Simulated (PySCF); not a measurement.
Spectra and structures to be paired. Method: TDDFT CAM-B3LYP/def2-SVPD, vertical, gas phase, core orbitals frozen in the response (PySCF 2.14.0, density-fitted response routines). Geometries: PBE0-D3(BJ)/def2-SVP; one conformer of each isolated species. Triplets are in the Tamm–Dancoff approximation. Relativistic effects are left out although some hold elements past zinc.

A. `CO[BH2-][NH3+]`
B. `BrP(Br)Br`
C. `c1(nn[n](c1)[GeH3])C`

Lowest singlet levels (six at most, fewer where fewer were computed) with oscillator strengths:

1. 5.70 eV (f 0.006); 6.31 eV (f 0.085); 6.52 eV (f 0.005); 6.93 eV (f 0.004); 7.11 eV (f 0.002); 7.18 eV (f 0.002); T1 4.39 eV
2. 4.40 eV (f 0.015); 4.94 eV (f 0.000); 4.96 eV (f 0.018 summed over 2 states); 5.50 eV (f 0.026 summed over 2 states); 5.57 eV (f 0.083); 5.58 eV (f 0.084); T1 3.84 eV
3. 6.09 eV (f 0.022); 6.34 eV (f 0.007); 7.42 eV (f 0.067); 7.68 eV (f 0.004); 7.71 eV (f 0.008); 7.94 eV (f 0.036); T1 5.94 eV

Question: Match each spectrum to its molecule.

Answer: 1 = C, 2 = B, 3 = A.
- A: S1 at 6.09 eV, HOMO→LUMO (94%); Löwdin shares by element: HOMO oxygen 57%, carbon 12%, nitrogen 7%, boron 7% (atoms not listed hold the other 17%); LUMO hydrogen 32% or more, boron 23%, nitrogen 15% (atoms not listed hold the other 30%); HOMO -8.45 and LUMO 0.44 eV.
- B: S1 at 4.40 eV, HOMO→LUMO (98%); Löwdin shares by element: HOMO bromine 64%, phosphorus 35%; LUMO bromine 66%, phosphorus 34%; HOMO -9.21 and LUMO -1.40 eV; point group C3v, 1 of its 8 listed states under f = 0.0005.
- C: S1 at 5.70 eV, HOMO-1→LUMO+2 (81%), HOMO-1→LUMO+5 (9%); Löwdin shares by element: HOMO carbon 49% or more, nitrogen 30% or more (atoms not listed hold the other 21%); LUMO (one of a set within 0.03 eV) germanium 56%, hydrogen 33% or more; HOMO -8.46 and LUMO 0.70 eV.
